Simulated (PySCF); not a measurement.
WCl4H2, SMILES [Cl][WH2]([Cl])([Cl])[Cl], multiplicity 1.

The structure is a stationary point at B3LYP-D3(BJ)/def2-SVP. The multiplicity is an assumed one; no other spin state was optimised. The structure was generated by enumeration; whether it is a known compound was not checked. The def2 effective core potentials stand for the cores of W; spin–orbit coupling is left out.

Two levels are set side by side: TDA-PBE/def2-SVPD (PySCF) and TDA-CAM-B3LYP/def2-SVPD (PySCF). Vertical, same geometry. The lowest singlet is HOMO→LUMO 100 % with PBE and HOMO→LUMO 97 % with the other functional; states are paired by order. Differences are taken from unrounded values.

```json
[
 {"quantity": "lowest singlet excitation (eV)", "TDA-PBE": "1.81"},
 {"quantity": "lowest triplet excitation (TDA) (eV)", "TDA-PBE": "1.59"}
]
```

**Question.** These are the TDA-PBE values. What does TDA-CAM-B3LYP give? (An estimate is asked for; the answer gives what the named calculation found.)

**Answer.** 
```json
[
 {"quantity": "lowest singlet excitation (eV)", "TDA-CAM-B3LYP": "2.15", "TDA-PBE minus TDA-CAM-B3LYP": "-0.34"},
 {"quantity": "lowest triplet excitation (TDA) (eV)", "TDA-CAM-B3LYP": "1.87", "TDA-PBE minus TDA-CAM-B3LYP": "-0.28"}
]
```

Functionals without exact exchange tend to place singlet excitations lower, as here. Differences between two approximate levels are no errors against the true value.

Rough cost on one machine, each run with all the roots and properties that it gave: TDA-CAM-B3LYP against TDA-PBE about 4 times.
